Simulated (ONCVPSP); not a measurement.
# What one change does to a pseudopotential (lithium (Li), ONCV)

```
Element                 : lithium (Li)
Generator               : ONCVPSP 4.0.1
Type                    : optimised norm-conserving Vanderbilt (ONCV)
Functional              : PBE
Relativity              : scalar-relativistic
Frozen core             : none
Valence charge          : 3
Reference configuration : 1s2 2s0.5 (charge +0.5)
Partial waves           : 1s+2s: rc 1.10 bohr, ncon 5, nbas 9, qcut 11.1 1/bohr, 2 projectors; p scattering state at 0.44 Ha: rc 1.10 bohr, ncon 4, nbas 9, qcut 9.1 1/bohr, 2 projectors, debl 1 Ha
Local potential         : polynomial inside 0.95 bohr (lpopt 5, dvloc0 3 Ha)
Core correction         : none
```

All-electron outer shells of the reference configuration (PBE, scalar-relativistic, ld1.x):

```csv
shell,level (eV),outermost node (bohr),outermost maximum (bohr)
1s,-55.76,–,0.36
2s,-5.34,0.83,2.90
```

Change: s: qcut 7.1; p: qcut 5.8.

Cutoffs: the cutoffs (Ha) at which the residual kinetic energy of the hardest occupied pseudo-wave falls to 1 and 0.1 mHa per electron; they do not see the model core or the augmentation charge, which bear on the density cutoff. Errors are all-electron minus pseudo energies relative to the spin-unpolarised reference configuration.

**Question.** How do hardness, ghosts and transferability respond?

**Answer.** The potential gets harder (46 Ha and 55 Ha → 152 Ha and 187 Ha); of the 4 tests that both files solve, the error grows in 1 and shrinks in 0 by more than 15 % and 0.3 meV (median size 0.1 → 0.2 meV); neither file shows a bound ghost.

| quantity | base | changed |
| --- | --- | --- |
| cutoff, loose | 46 Ha | 152 Ha |
| cutoff, tight | 55 Ha | 187 Ha |
| bound ghosts | none | none |
| GHOST(+) flags under 300 eV | none | none |
| error for 1s2 2s1, meV [ΔE -2.05 eV] | 0.0 | +0.1 |
| error for 1s2 2s0, meV [ΔE 3.25 eV] | +0.1 | +0.2 |
| error for 1s2 2s0 2p1, meV [ΔE -0.26 eV] | +0.1 | +0.2 |
| error for 1s1 2s1, meV [ΔE 66.36 eV] | +615 | +1140 |
| s: phases at 1.12 bohr within 0.05 rad from the reference energy up to (Ha; the scan ends near 5) | to the end of the scan | to the end of the scan |
| p: phases at 1.12 bohr within 0.05 rad from the reference energy up to (Ha; the scan ends near 5) | to the end of the scan | to the end of the scan |
